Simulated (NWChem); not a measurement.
## Atomisation of F4Sn

SMILES: [F][Sn]([F])([F])[F]
```xyz
5

F      0.0000    -1.5608    -1.1037
Sn     0.0000     0.0000     0.0000
F      0.0000     1.5608    -1.1037
F     -1.5608     0.0000     1.1037
F      1.5608     0.0000     1.1037
```
Charge 0, spin multiplicity 1.

Program: NWChem. Structure: optimised with B3LYP/def2-SVP with def2 effective core potentials on Sn, a minimum by its harmonic frequencies.

Basis set: def2-TZVP. The atomisation energy is electronic alone: no zero-point, thermal, spin-orbit or counterpoise terms. No value is extrapolated to the basis-set limit. Free atoms are single determinants with multiplicities F 2, Sn 3.

Effective core potentials replace the inner electrons of Sn; spin-orbit coupling is left out. B3LYP has NWChem's definition, with VWN1-RPA local correlation. The structure started from a generated list of species. No SCF solution was tested for a lower state. Open-shell Hartree-Fock references start from PBE0 orbitals.

Task: For the atomisation energy, LC-wPBE (omega 0.3 per bohr) gives 417.6 kcal/mol and HF gives 256.7 kcal/mol. What do PBE, M06-2X, CAM-B3LYP give?

Result: PBE: 423.5 kcal/mol; M06-2X: 407.1 kcal/mol; CAM-B3LYP: 406.4 kcal/mol.
